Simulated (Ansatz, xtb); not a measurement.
**C6H5FOS: 3 structures ranked**

3 gas-phase structures of C6H5FOS, from a drawn sample of its isomers (lower ones may exist). Each was relaxed with GFN2-xTB; where two conformers were screened, the lower at r2SCAN-D4/def2-SVP is listed:

A. `C#C[C@@H]1SCC(=O)[C@H]1F`, a singlet
B. `C#C[C@@H]1SC=C(O)[C@@H]1F`, a singlet
C. `C#C[C@@H]1SCC(=O)[C@@H]1F`, a singlet

Task: Estimate their order in r2SCAN-D4/def2-SVP energy at these geometries, lowest first.

Result: Calculated order at r2SCAN-D4/def2-SVP: C (0.000), A (0.058), B (0.442) eV.

Energies above the lowest of each column, in eV; the last columns are at B3LYP/def2-SVP geometries:

```
structure  GFN2-xTB  HF/STO-3G  r2SCAN-D4/def2-SVP  B3LYP/def2-SVP  CCSD(T)/def2-SVP + ΔMP2/def2-TZVPP
        C     0.000      0.022               0.000           0.000                               0.000
        A     0.032      0.000               0.058           0.015                               0.009
        B     0.127      0.700               0.442           0.424                               0.379
```

CCSD(T)/def2-SVP + ΔMP2/def2-TZVPP has A and C within 1 kcal/mol of each other at the bottom, and every level picks one of them. Flexible structures stand in one conformer each, not always the lowest. ΔMP2 is the change of the MP2 energy from the smaller to the larger basis.

Programs: Ansatz 0.2.0, xtb 6.7.1.
